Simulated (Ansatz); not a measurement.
**Ligand exchange: C3H5N + Si3H8O2 → C3H5NO + Si3H8O**

Species: C3H5N (propanenitrile) `CCC#N`, singlet; Si3H8O2 `O[SiH]([SiH3])O[SiH3]`, singlet; C3H5NO (3-hydroxypropionitrile) `N#CCCO`, singlet; Si3H8O `[SiH3]O[SiH2][SiH3]`, singlet. The partners trade H for OH: C–H and Si–OH bonds give way to C–OH and Si–H.

Shapes, held fixed at every level: PBE0-D4/def2-TZVP. Flexible molecules stand in one conformer, not always the lowest. Programs: Ansatz 0.2.0. Electronic energies: no zero-point or thermal term.

```csv
level,kind,ΔE (kJ/mol),less CCSD(T)/CBS estimate,CPU time (sum over the molecules)
HF/def2-SVP,Hartree–Fock,+171.2,-25.7,–
r2SCAN0-D4/def2-TZVPP,global hybrid,+196.8,-0.1,58 s
wB97M-V/def2-TZVPP,range-separated hybrid,+194.2,-2.7,2 min
wB97X-V/def2-TZVPP,range-separated hybrid,+189.1,-7.8,83 s
B2PLYP/def2-TZVPP,double hybrid,+195.6,-1.3,70 s
MP2/def2-SVP,perturbation theory,+179.3,-17.6,–
CCSD(T)/CBS estimate,coupled cluster or CI,+196.9,0.0,11 min
```

The highest level, CCSD(T)/CBS estimate, gives ΔE = +196.9 kJ/mol; the levels span +171.2 to +196.9. The column of differences is taken from that level and isn't an error. No measured value is set beside it here. The CBS estimate extrapolates MP2 from def2-TZVPP and def2-QZVPP and adds CCSD(T) − MP2 in the triple-zeta set, cores frozen. Times are processor times on shared x86 and Arm servers, and rough.
